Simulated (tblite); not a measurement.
Compound: C5H13AsP2.
Cartesian coordinates in Å at the GFN2-xTB level; atoms count from 1:
```xyz
21
C5H13AsP2 angstrom
C     -0.895    2.552   -1.357
C     -1.165    1.267   -1.173
P     -0.766    0.399    0.374
C     -1.971   -1.022    0.180
P     -1.336   -2.488    1.117
As     1.110   -0.767   -0.377
C      2.148    0.834   -0.886
C      1.915   -0.946    1.418
H     -1.128    3.062   -2.279
H     -0.427    3.145   -0.588
H     -1.660    0.693   -1.951
H     -2.956   -0.723    0.550
H     -2.054   -1.307   -0.875
H     -2.544   -3.188    1.139
H     -1.565   -1.955    2.387
H      3.207    0.580   -0.932
H      2.012    1.635   -0.160
H      1.843    1.199   -1.866
H      2.965   -1.223    1.320
H      1.849   -0.007    1.967
H      1.409   -1.723    1.989
```

Method: GFN2-xTB as coded in tblite; computed harmonic values from a numerical Hessian at the method's own geometry, unscaled. Errors from tens to a few hundred cm⁻¹ against measured bands are possible. Modes of hydrogen on phosphorus can be 10 to 20 % off. One conformer, not necessarily the lowest.

Harmonic wavenumbers (cm⁻¹): 50.7, 59.0, 71.2, 103.4, 121.6, 126.6, 137.2, 163.4, 165.7, 179.0, 218.6, 234.6, 237.0, 325.4, 370.5, 546.8, 568.5, 571.2, 649.0, 681.5, 711.3, 760.1, 767.2, 796.4, 812.9, 855.7, 859.5, 883.3, 886.7, 987.8, 1003.5, 1050.2, 1123.2, 1140.3, 1243.3, 1304.0, 1315.0, 1394.0, 1396.3, 1448.4, 1457.4, 1458.5, 1466.1, 1643.6, 2263.6, 2311.1, 2906.8, 2923.9, 2974.5, 2978.3, 2982.0, 2983.5, 2986.6, 2993.3, 2998.1, 3079.2, 3104.7.

A = 1165, B = 911.1, C = 581.5 MHz; mass 209.971 u (most abundant isotopes); point group C1, symmetry number 1.

**Question.** What is the zero-point energy?

**Answer.** Half the sum of the wavenumbers: 34916 cm⁻¹ = 99.83 kcal/mol.

**Question.** Give the ideal-gas entropy at 500 K and 1 bar in the rigid-rotor, harmonic-oscillator model (classical rotation).

**Answer.** Translation 44.52, rotation 32.17, vibration 71.64: S = 148.3 cal/(mol K).

**Question.** And Cp and H(500 K) − H(0)?

**Answer.** Cp = 67.57 cal/(mol K), of which vibrations give 59.62 (their classical limit is 57 R = 113.3); H(500 K) − H(0) = 21.20 kcal/mol without the zero-point energy, 17.22 from vibrations.

**Question.** Which modes carry the vibrational entropy at 500 K?

**Answer.** 50.7 cm⁻¹: 5.81; 59.0 cm⁻¹: 5.51; 71.2 cm⁻¹: 5.14; 103.4 cm⁻¹: 4.40; 121.6 cm⁻¹: 4.08; 126.6 cm⁻¹: 4.00 cal/(mol K); the other 51 give 42.68 together.

**Question.** What must be added to the electronic energy to get the Gibbs energy at 500 K and 1 bar?

**Answer.** ZPE + [H(500 K) − H(0)] − T·S = 99.83 + 21.20 − 74.17 = 46.86 kcal/mol.

Hindered rotation and anharmonicity are outside this model. Other conformers, if any are populated, would add a mixing term that is left out. The structure is chiral; the term R ln 2 for an equal mix with its mirror image is left out.

Time: 1.2 s wall. Hardware: an AMD EPYC 7R13 with one thread (shared host). This covers the Hessian and the dipole derivatives.
